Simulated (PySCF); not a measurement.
C3H7O, doublet, geometry from GFN2-xTB; DF-BLYP/6-31G* run with PySCF.

PySCF was given this input:
```python
from pyscf import gto, scf, dft

mol = gto.M(
    atom='''
O     0.088811    1.416241   -0.023297
C     0.009630    0.141363    0.272582
H     0.011015    0.113569    1.397095
C    -1.320148   -0.544042   -0.118769
C     1.241097   -0.704773   -0.125896
H    -1.363614   -0.612812   -1.203309
H     1.269613   -0.778060   -1.210636
H    -2.162933    0.052623    0.219422
H     2.153726   -0.218269    0.207411
H    -1.381992   -1.540742    0.308007
H     1.180218   -1.701533    0.300877
''',
    basis='6-31g*',
    charge=0,
    spin=1,
    verbose=4,
)

mf = dft.UKS(mol)
mf.xc = 'blyp'
mf = mf.density_fit(auxbasis='def2-universal-jkfit')
mf.kernel()
```

It wrote (shortened):

```
PySCF version 2.14.0

[INPUT] verbose = 4
[INPUT] num. atoms = 11
[INPUT] num. electrons = 33
[INPUT] charge = 0
[INPUT] spin (= nelec alpha-beta = 2S) = 1
[INPUT] symmetry False subgroup None
[INPUT] Mole.unit = angstrom
[INPUT] Symbol           X                Y                Z      unit          X                Y                Z       unit  Magmom
[INPUT]  1 O      0.088811000000   1.416241000000  -0.023297000000 AA    0.167828466849   2.676307616380  -0.044024949524 Bohr   0.0
[INPUT]  2 C      0.009630000000   0.141363000000   0.272582000000 AA    0.018198062580   0.267137354147   0.515105326486 Bohr   0.0
[INPUT]  3 H      0.011015000000   0.113569000000   1.397095000000 AA    0.020815333262   0.214614306241   2.640126919999 Bohr   0.0
[INPUT]  4 C     -1.320148000000  -0.544042000000  -0.118769000000 AA   -2.494718163892  -1.028090380261  -0.224440882088 Bohr   0.0
[INPUT]  5 C      1.241097000000  -0.704773000000  -0.125896000000 AA    2.345333424019  -1.331827949988  -0.237908960178 Bohr   0.0
[INPUT]  6 H     -1.363614000000  -0.612812000000  -1.203309000000 AA   -2.576856999623  -1.158046845847  -2.273924453224 Bohr   0.0
[INPUT]  7 H      1.269613000000  -0.778060000000  -1.210636000000 AA    2.399220854187  -1.470320308479  -2.287770476539 Bohr   0.0
[INPUT]  8 H     -2.162933000000   0.052623000000   0.219422000000 AA   -4.087350995784   0.099443057853   0.414647485704 Bohr   0.0
[INPUT]  9 H      2.153726000000  -0.218269000000   0.207411000000 AA    4.069952287355  -0.412468631483   0.391949985222 Bohr   0.0
[INPUT] 10 H     -1.381992000000  -1.540742000000   0.308007000000 AA   -2.611586386340  -2.911580408615   0.582048874449 Bohr   0.0
[INPUT] 11 H      1.180218000000  -1.701533000000   0.300877000000 AA    2.230288787282  -3.215431361910   0.568575127181 Bohr   0.0

nuclear repulsion = 126.373919556246
number of shells = 38
number of NR pGTOs = 136
number of NR cGTOs = 70
basis = 6-31g*
ecp = {}

******** <class 'pyscf.df.df_jk.DFUKS'> ********
method = DFUKS
initial guess = minao
damping factor = 0
level_shift factor = 0
DIIS = <class 'pyscf.scf.diis.CDIIS'>
diis_start_cycle = 1
diis_space = 8
diis_damp = 0
SCF conv_tol = 1e-09
SCF conv_tol_grad = None
SCF max_cycles = 50
direct_scf = False
number electrons alpha = 17  beta = 16
XC library pyscf.dft.libxc version 7.1.2
    S. Lehtola, C. Steigemann, M. J. T. Oliveira, and M. A. L. Marques,  SoftwareX 7, 1–5 (2018)
XC functionals = blyp
    A. D. Becke,  Phys. Rev. A 38, 3098 (1988)
    C. Lee, W. Yang, and R. G. Parr,  Phys. Rev. B 37, 785 (1988)
    B. Miehlich, A. Savin, H. Stoll, and H. Preuss,  Chem. Phys. Lett. 157, 200 (1989)
radial grids:
    Treutler-Ahlrichs [JCP 102, 346 (1995); DOI:10.1063/1.469408] (M4) radial grids

becke partition: Becke, JCP 88, 2547 (1988); DOI:10.1063/1.454033
pruning grids: <function nwchem_prune>
grids dens level: 3
symmetrized grids: False
atomic radii adjust function: <function treutler_atomic_radii_adjust>
small_rho_cutoff = 0
Set gradient conv threshold to 3.16228e-05
tot grids = 125096
init E= -193.699763285943

cycle= 1 E= -193.418218393542  delta_E= 0.282  |g|= 0.584  |ddm|= 2.04
cycle= 2 E= -192.690369103391  delta_E= 0.728  |g|= 1.37  |ddm|= 4.06
cycle= 3 E= -193.569320531591  delta_E= -0.879  |g|= 0.171  |ddm|= 3.88
cycle= 4 E= -193.569790281025  delta_E= -0.00047  |g|= 0.186  |ddm|= 0.31
cycle= 5 E= -193.585633662906  delta_E= -0.0158  |g|= 0.0219  |ddm|= 0.162
cycle= 6 E= -193.585872528399  delta_E= -0.000239  |g|= 0.00686  |ddm|= 0.0406
cycle= 7 E= -193.585899316971  delta_E= -2.68e-05  |g|= 0.00179  |ddm|= 0.00964
cycle= 8 E= -193.585900655538  delta_E= -1.34e-06  |g|= 0.000765  |ddm|= 0.00225
cycle= 9 E= -193.585900934774  delta_E= -2.79e-07  |g|= 0.000207  |ddm|= 0.000989
cycle= 10 E= -193.585900959668  delta_E= -2.49e-08  |g|= 3.33e-05  |ddm|= 0.000326
cycle= 11 E= -193.585900960233  delta_E= -5.65e-10  |g|= 1.22e-05  |ddm|= 5.36e-05
Extra cycle  E= -193.585900960034  delta_E= 1.99e-10  |g|= 2.51e-05  |ddm|= 3.74e-05
converged SCF energy = -193.585900960034  <S^2> = 0.75245841  2S+1 = 2.0024569
```
